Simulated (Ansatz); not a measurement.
System: SeF3, charge 1, multiplicity 1. It need not be the lowest isomer of its formula. SMILES: F[Se+](F)F
Structure (B3LYP-D3(BJ)/def2-TZVP (Ansatz, an electronic-structure program) minimum search):
```xyz
4

Se    -0.0709     0.1354     0.3330
F     -1.1081    -0.9758    -0.3468
F      0.0307     1.1626    -0.9736
F      1.3451    -0.6981     0.0623
```
Charge +1, spin multiplicity 1.

Parts of the frozen-core correlation energy in STO-3G (Ansatz, hartree). Frozen orbitals: 17; correlated occupied orbitals by spin: 13 and 13; virtual: 3 and 3. Spin-orbit coupling is left out. Non-relativistic.

```json
[
 {"term": "reference (HF)", "value": "-2667.27145"},
 {"term": "MP2 opposite-spin", "value": "-0.08376"},
 {"term": "MP2 same-spin", "value": "-0.01399"},
 {"term": "CCSD correlation", "value": "-0.12802"},
 {"term": "(T)", "value": "-0.00727"},
 {"term": "FCI minus CCSD(T)", "value": "-0.00291"},
 {"term": "T1 diagnostic", "value": "0.018"},
 {"term": "largest doubles amplitude", "value": "0.062"}
]
```
